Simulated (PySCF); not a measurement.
SMILES [InH]([OH])[CH2]C (C2H7InO) (B3LYP/def2-SVP optimised geometry):

```
11

In     1.005    -0.102     0.000
H      2.733    -0.102     0.000
C     -0.559     1.438     0.000
C     -1.991     0.897    -0.016
H     -0.362     2.081    -0.874
H     -0.376     2.065     0.889
H     -2.206     0.266     0.863
H     -2.193     0.284    -0.911
H     -2.733     1.714    -0.013
O      0.331    -2.012    -0.001
H     -0.633    -2.081     0.000
```

Computed with B3LYP/def2-TZVP, def2 effective core potentials past Kr in PySCF 2.14.0.

What are the frontier orbital energies and the dipole moment?

HOMO-2 -8.16 eV, HOMO-1 -7.68 eV, HOMO -7.13 eV, LUMO -1.41 eV, LUMO+1 -0.76 eV; dipole moment 2.89 D.
